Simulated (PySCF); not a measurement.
Isomers of C7H12OSi2, mass 168.043 u with the commonest isotopes. The calculation used PBE0/pcSseg-1 in PySCF (dipole) on a GFN2-xTB geometry, gas phase. One conformer each, none proved a minimum here; rigid rotors.

Question: Order these by radius of gyration √(Σ m r²/M), smallest first.
A. `[CH2:1]=[CH:2][SiH2:3][CH2:4][C:5]1=[CH:6][C:7](=[O:8])[SiH2:9][CH2:10]1` with C1–C2–Si3–C4 124°, C2–Si3–C4–C5 57°, Si3–C4–C5–C6 -91°
B. `[CH2:1]=[CH:2][Si@H:3]([C:4]#[C:5][CH3:6])[C:7](=[CH2:8])[O:9][SiH3:10]` with C1–C2–Si3–C4 -112°, C2–Si3–C7–C8 -15°, Si3–C7–O9–Si10 -176°
C. `[SiH3:1][CH2:2][c:3]1[cH:4][cH:5][cH:6][c:7]([O:8][SiH3:9])[cH:10]1` with Si1–C2–C3–C4 -88°, C6–C7–O8–Si9 -4°
D. `[CH2:1]=[CH:2][CH2:3][C:4]1=[CH:5][C:6](=[O:7])[SiH2:8][SiH2:9][CH2:10]1` with C1–C2–C3–C4 114°, C2–C3–C4–C5 113°, C4–C5–C6–O7 -145°, C5–C6–Si8–Si9 -28°, C6–Si8–Si9–C10 -14°, Si8–Si9–C10–C4 54°

Answer: D (2.468 Å), A (2.630 Å), B (2.769 Å), C (2.799 Å).

Question: Order these by rotational constant C, largest first.
A. `[CH2:1]=[CH:2][SiH2:3][CH2:4][C:5]1=[CH:6][C:7](=[O:8])[SiH2:9][CH2:10]1` with C1–C2–Si3–C4 124°, C2–Si3–C4–C5 57°, Si3–C4–C5–C6 -91°
B. `[CH2:1]=[CH:2][CH2:3][C:4]1=[CH:5][C:6](=[O:7])[SiH2:8][SiH2:9][CH2:10]1` with C1–C2–C3–C4 114°, C2–C3–C4–C5 113°, C4–C5–C6–O7 -145°, C5–C6–Si8–Si9 -28°, C6–Si8–Si9–C10 -14°, Si8–Si9–C10–C4 54°
C. `[SiH3:1][CH2:2][c:3]1[cH:4][cH:5][cH:6][c:7]([O:8][SiH3:9])[cH:10]1` with Si1–C2–C3–C4 -88°, C6–C7–O8–Si9 -4°

Answer: B (520.9 MHz), A (463.2 MHz), C (396.9 MHz).

Question: Order these by rotational constant A, largest first.
A. `[CH2:1]=[CH:2][SiH2:3][CH2:4][C:5]1=[CH:6][C:7](=[O:8])[SiH2:9][CH2:10]1` with C1–C2–Si3–C4 124°, C2–Si3–C4–C5 57°, Si3–C4–C5–C6 -91°
B. `[SiH3:1][CH2:2][c:3]1[cH:4][cH:5][cH:6][c:7]([O:8][SiH3:9])[cH:10]1` with Si1–C2–C3–C4 -88°, C6–C7–O8–Si9 -4°
C. `[CH2:1]=[CH:2][Si@H:3]([C:4]#[C:5][CH3:6])[C:7](=[CH2:8])[O:9][SiH3:10]` with C1–C2–Si3–C4 -112°, C2–Si3–C7–C8 -15°, Si3–C7–O9–Si10 -176°
D. `[CH2:1]=[CH:2][CH2:3][C:4]1=[CH:5][C:6](=[O:7])[SiH2:8][SiH2:9][CH2:10]1` with C1–C2–C3–C4 114°, C2–C3–C4–C5 113°, C4–C5–C6–O7 -145°, C5–C6–Si8–Si9 -28°, C6–Si8–Si9–C10 -14°, Si8–Si9–C10–C4 54°

Answer: B (2135 MHz), A (1587 MHz), D (1545 MHz), C (926.3 MHz).

```csv
SMILES,point group,Ia (u·Å²),Ib (u·Å²),Ic (u·Å²),κ,μa (D),μb (D),μc (D)
[SiH3]Cc1cccc(O[SiH3])c1,C1,236.66,1122.76,1273.35,-0.94,0.27,0.56,0.10
C=C[Si@H](C#CC)C(=C)O[SiH3],C1,545.60,780.25,1250.95,-0.07,0.24,0.62,0.81
C=CCC1=CC(=O)[SiH2][SiH2]C1,C1,327.11,749.56,970.23,-0.70,3.32,1.68,0.12
C=C[SiH2]CC1=CC(=O)[SiH2]C1,C1,318.36,914.66,1091.13,-0.84,2.79,3.12,0.03
```
